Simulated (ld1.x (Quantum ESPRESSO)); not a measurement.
Se: one change to a TM potential, before and after

- Element: Se
- Generator: ld1.x (Quantum ESPRESSO) 7.5
- Type: norm-conserving Troullier–Martins (Kleinman–Bylander form)
- Functional: LDA (PZ)
- Relativity: scalar-relativistic
- Frozen core: [Ar] 3d10
- Valence charge: 6
- Reference configuration: 4s2 4p4
- Partial waves: 4p (bound): rc 1.50 bohr; 4d channel at -0.15 Ry: rc 1.25 bohr; 4s (bound): rc 1.45 bohr
- Local potential: the s channel
- Core correction: a·sin(br)/r model core inside 0.65 bohr

All-electron outer shells of the reference configuration (LDA (PZ), scalar-relativistic, ld1.x):

| shell | level (eV) | outermost node (bohr) | outermost maximum (bohr) |
| --- | --- | --- | --- |
| 3p | -152.70 | 0.21 | 0.50 |
| 3d | -53.39 | – | 0.45 |
| 4s | -17.49 | 0.70 | 1.51 |
| 4p | -6.66 | 0.74 | 1.80 |

Change: non-relativistic.

Cutoffs: the cutoffs (Ry, on a coarse ladder) from which the occupation-weighted sum of valence levels, in a spherical-Bessel basis at the reference potential, stays within 10 and 1 mRy of its value at 400 Ry; they do not see the model core or the augmentation charge, which bear on the density cutoff. Errors are all-electron minus pseudo energies relative to the spin-unpolarised reference configuration.

**Question.** What does the change do?

**Answer.** The potential gets neither clearly harder nor softer (45 Ry and 80 Ry → 40 Ry and 80 Ry); both files keep a bound ghost (d, p); of the 9 tests that both files solve, the error grows in 6 and shrinks in 1 by more than 15 % and 0.3 meV (median size 3.6 → 8.7 meV).

| quantity | base | changed |
| --- | --- | --- |
| cutoff, loose | 45 Ry | 40 Ry |
| cutoff, tight | 80 Ry | 80 Ry |
| loose cutoff by channel (10 mRy a level) | p 15 Ry, s 21 Ry | p 8 Ry, s 21 Ry |
| bound ghosts | p, d | p, d |
| error for 4s2 4p3, meV [ΔE 11.01 → 11.03 eV] | -3.6 | -9.3 |
| error for 4s2 4p2, meV [ΔE 31.57 → 31.59 eV] | -19 | -43 |
| error for 4s2 4p1, meV [ΔE 62.72 → 62.70 eV] | -57 | -90 |
| error for 4s2 4p3.5, meV [ΔE 4.39 → 4.40 eV] | -1.0 | -2.0 |
| error for 4s1 4p5, meV [ΔE 10.94 → 10.31 eV] | -6.2 | -8.7 |
| error for 4s2 4p4.3, meV [ΔE -1.64 → -1.65 eV] | +0.2 | -0.5 |
| error for 4s1 4p4, meV [ΔE 22.59 → 21.95 eV] | -16 | -38 |
| error for 4s2 4p4 (spin-polarised), meV [ΔE -0.59 eV] | +1.0 | +0.2 |
| error for 4s2 4p3 (spin-polarised), meV [ΔE 9.37 → 9.40 eV] | -1.6 | -1.6 |
| s: phases at 1.66 bohr within 0.05 rad from the reference energy up to (Ry; the scan ends near 5) | to the end of the scan | to the end of the scan |
| p: phases at 1.66 bohr within 0.05 rad from the reference energy up to (Ry; the scan ends near 5) | to the end of the scan | 1.4 |
| d: phases at 1.66 bohr within 0.05 rad from the reference energy up to (Ry; the scan ends near 5) | 1.8 | 1.7 |

 A true bound ghost makes a file unfit for plane-wave use even where its test errors are small: the radial tests pick states by their node count and pass the ghost by.
